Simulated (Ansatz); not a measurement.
Species: PH, charge 0, triplet. PH (SMILES [PH], triplet).
B3LYP-D3(BJ)/def2-TZVP minimum from Ansatz (a program for electronic structure):
```
P
H 1 1.4285
```
Charge 0, spin multiplicity 3.

Total energies in hartree (Ansatz). Open shells are spin-unrestricted; no spin-orbit coupling. Correlated methods leave the cores frozen. No relativity. For partners of very few electrons the exact lower level stands in for a higher one.

| species | HF/cc-pV(T+d)Z | CCSD(T)/cc-pV(T+d)Z | HF/cc-pV(Q+d)Z | CCSD(T)/cc-pV(Q+d)Z | CCSD(T)/cc-pV(5+d)Z | CCSDT(Q)/cc-pV(5+d)Z |
|---|---|---|---|---|---|---|
| 1: PH (SMILES [PH], triplet) | -341.29866 | -341.43371 | -341.30167 | -341.44353 | -341.44639 | -341.44741 |
| 2: P (quartet) | -340.71631 | -340.82157 | -340.71872 | -340.82830 | -340.83035 | -340.83119 |
| 3: H (doublet) | -0.49981 | -0.49981 | -0.49995 | -0.49995 | -0.49999 | -0.49999 |

Q: Work out the atomisation energy (electronic, to ground-state atoms) in kcal/mol: take Hartree-Fock from cc-pV(Q+d)Z, extrapolate the CCSD(T) correlation energy as X^-3 (X = 3, 4), and add CCSDT(Q) - CCSD(T) in cc-pV(5+d)Z. 1 hartree = 627.51 kcal/mol.

A: 
Species 1: correlation (64·(-0.14186) - 27·(-0.13505))/37 = -0.14683; step -0.00102; E1 = -341.30167 + (-0.14683) + (-0.00102) = -341.44952
Species 2: correlation (64·(-0.10958) - 27·(-0.10526))/37 = -0.11273; step -0.00084; E2 = -340.71872 + (-0.11273) + (-0.00084) = -340.83229
Species 3: correlation (64·(0.00000) - 27·(0.00000))/37 = 0.00000; step +0.00000; E3 = -0.49995 + (0.00000) + (+0.00000) = -0.49995
-1·E1 +1·E2 +1·E3 = 0.11728 hartree = 73.6 kcal/mol.
